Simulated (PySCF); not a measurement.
## A PySCF run on PbO⁺

State: ²Π (doublet), unpaired electrons π ↑.

An equivalent input (the run itself took its basis sets from the Basis Set Exchange, started from a PBE0 density and held the occupation σ 7α 7β, πx 3α 2β, πy 3α 3β, δx 1α 1β, δy 1α 1β):

```python
from pyscf import gto, scf, cc
mol = gto.M(atom='Pb 0 0 0; O 0 0 2.113', basis={'Pb': 'def2-SVP', 'O': 'def2-SVP'}, ecp={'Pb': 'def2-SVP'},
            charge=1, spin=1, verbose=4, symmetry='C2v')
mf = scf.UHF(mol)
mf.irrep_nelec = {'A1': (8, 8), 'A2': (1, 1), 'B1': (3, 2), 'B2': (3, 3)}
mf.conv_tol = 1e-9
mf.max_cycle = 60
mf.diis_space = 10
mf.kernel()
mycc = cc.CCSD(mf, frozen=[[0, 1, 2, 3, 4, 36, 37, 38, 39], [0, 1, 2, 3, 4, 36, 37, 38, 39]])
mycc.run(conv_tol=1e-7, conv_tol_normt=1e-5, max_cycle=80, diis_space=8)
et = mycc.ccsd_t()
```

The SCF ended at -266.33453600 hartree. The coupled-cluster part of the log:

```
******** <class 'pyscf.cc.uccsd.UCCSD'> ********
CC2 = 0
CCSD nocc = (10, 9), nmo = (31, 31)
frozen orbitals [[0, 1, 2, 3, 4, 36, 37, 38, 39], [0, 1, 2, 3, 4, 36, 37, 38, 39]]
max_cycle = 80
direct = 0
conv_tol = 1e-07
conv_tol_normt = 1e-05
diis_space = 8
diis_start_cycle = 0
diis_start_energy_diff = 1e+09
Init t2, MP2 energy = -0.208462330914795
Init E_corr(UCCSD) = -0.20846233091515
cycle = 1  E_corr(UCCSD) = -0.216840931848128  dE = -0.00837860093  norm(t1,t2) = 0.110052
cycle = 2  E_corr(UCCSD) = -0.22682518516218  dE = -0.00998425331  norm(t1,t2) = 0.0436589
cycle = 3  E_corr(UCCSD) = -0.226640859916714  dE = 0.000184325245  norm(t1,t2) = 0.0398293
cycle = 4  E_corr(UCCSD) = -0.229762284604627  dE = -0.00312142469  norm(t1,t2) = 0.018276
cycle = 5  E_corr(UCCSD) = -0.229810025983775  dE = -4.77413791e-05  norm(t1,t2) = 0.00632195
cycle = 6  E_corr(UCCSD) = -0.229651958688007  dE = 0.000158067296  norm(t1,t2) = 0.00343342
cycle = 7  E_corr(UCCSD) = -0.229725523945428  dE = -7.35652574e-05  norm(t1,t2) = 0.00126855
cycle = 8  E_corr(UCCSD) = -0.22976563866742  dE = -4.0114722e-05  norm(t1,t2) = 0.000565029
cycle = 9  E_corr(UCCSD) = -0.229762820565216  dE = 2.8181022e-06  norm(t1,t2) = 0.000283832
cycle = 10  E_corr(UCCSD) = -0.229764345507901  dE = -1.52494269e-06  norm(t1,t2) = 0.000135678
cycle = 11  E_corr(UCCSD) = -0.229766066214131  dE = -1.72070623e-06  norm(t1,t2) = 7.62612e-05
cycle = 12  E_corr(UCCSD) = -0.229768208104429  dE = -2.1418903e-06  norm(t1,t2) = 3.47901e-05
cycle = 13  E_corr(UCCSD) = -0.229767581231744  dE = 6.26872686e-07  norm(t1,t2) = 1.53526e-05
cycle = 14  E_corr(UCCSD) = -0.229767501470018  dE = 7.97617261e-08  norm(t1,t2) = 9.7495e-06
UCCSD converged
E(UCCSD) = -266.5643035048149  E_corr = -0.2297675014700176
UCCSD(T) correction = -0.00771495386875849
```

T1 diagnostic 0.025, D1 0.098, 19 electrons correlated, 4 of the virtual orbitals (those above 20 hartree) left out.

A point of this curve took 2.6 CPU seconds beside 0.08 for the integrals (shared host).

Correlated steps freeze 5 core orbitals. Spin–orbit coupling is left out, which matters for elements this heavy, above all for dissociation energies. The state was picked by a PBE0 search and need not be the measured ground state.
